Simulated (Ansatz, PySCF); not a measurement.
System: CH₃Cl₂Si (charge 0, doublet). It need not be the lowest isomer of its formula. 
Coordinates optimised at B3LYP-D3(BJ)/def2-TZVP (Ansatz, an electronic-structure program):
```xyz
7

C     -1.8715    -0.7602    -0.3319
Si    -0.0314    -0.4258    -0.4281
Cl     0.2635     1.5712    -0.9004
Cl     0.8173    -0.8072     1.4245
H     -2.0498    -1.8023    -0.0659
H     -2.3131    -0.1161     0.4321
H     -2.3419    -0.5477    -1.2923
```
Charge 0, spin multiplicity 2.

Total electronic energies in hartree. Valence correlation only, unless marked. UHF or UKS for open shells. No spin-orbit coupling. Non-relativistic unless marked X2C. CBS marks a two-point X^-3 extrapolation of the correlation energy; Hartree-Fock from the larger set. The bracket is a focal-point correction in the basis named.

| level | program | energy (Eh) |
|---|---|---|
| HF/6-31G | Ansatz | -1247.46204 |
| PBE-D3(BJ)/def2-TZVPD | Ansatz + dftd3 | -1249.35672 |
| BLYP-D3(BJ)/def2-TZVPD | Ansatz + dftd3 | -1249.91301 |
| r2SCAN-D3(BJ)/def2-TZVPD | Ansatz + dftd3 | -1249.82441 |
| B3LYP-D4/def2-TZVPD | Ansatz + dftd4 | -1249.99149 |
| PBE0-D3(BJ)/def2-TZVP | Ansatz + dftd3 | -1249.46299 |
| PBE0-D3(BJ)/def2-TZVPD | Ansatz + dftd3 | -1249.46467 |
| TPSSh/def2-TZVPD | PySCF | -1249.98067 |
| r2SCAN0-D4/def2-TZVPD | Ansatz + dftd4 | -1249.81110 |
| B2GP-PLYP-D4/def2-TZVPD | Ansatz + dftd4 | -1249.36842 |
| RI-MP2/aug-cc-pV(Q+d)Z | Ansatz | -1248.43196 |
| RI-MP2/cc-pV(Q+d)Z | Ansatz | -1248.42488 |
| RI-MP2/CBS(cc-pV(T+d)Z,cc-pV(Q+d)Z) | Ansatz | -1248.4676 |
| SCS-MP2/cc-pV(D+d)Z | Ansatz | -1248.12742 |
| SCS-MP2/cc-pwCVTZ | Ansatz | -1248.35854 |
| CCSD/STO-3G | Ansatz | -1234.12131 |
| CCSD/6-31G* | Ansatz | -1248.07015 |
| CCSD/aug-cc-pV(T+d)Z | Ansatz | -1248.41949 |
| CCSD/cc-pVTZ | Ansatz | -1248.39767 |
| CCSD(T)/6-31G | Ansatz | -1247.70883 |
| X2C-CCSD(T)/cc-pVTZ-DK | Ansatz | -1251.86154 |
| RI-MP2/CBS(cc-pV(T+d)Z,cc-pV(Q+d)Z)+[CCSD(T)-MP2]/cc-pV(D+d)Z | Ansatz | -1248.5309 |
| RI-MP2/CBS(aug-cc-pV(T+d)Z,aug-cc-pV(Q+d)Z)+[CCSD(T)-MP2]/aug-cc-pV(T+d)Z | Ansatz | -1248.5513 |

Totals of different functionals don't rank their quality; only differences between species are comparable.
